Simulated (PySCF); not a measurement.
Electron correlation in Be⁺ (beryllium, charge +1)

[He] 3d1, 2D determinant (an excited configuration). Computed with PySCF 2.14 in dyall-acv3z (15s9p4d2f, 76 functions), with scalar relativity by spin-free X2C-1e. Frozen: nothing; 3 electrons correlated; the 5 highest virtual orbitals of each spin left out.

```
  level  correlation energy (mhartree)
   CCSD                         -42.02
    (T)                           0.00
CCSD(T)                         -42.02
```

Diagnostics: T1 = 0.00048, D1 = 0.0011, largest double amplitude 0.009.

Question: Is a single reference adequate?

Answer: Yes: T1 lies below 0.03 and no double amplitude reaches 0.07.
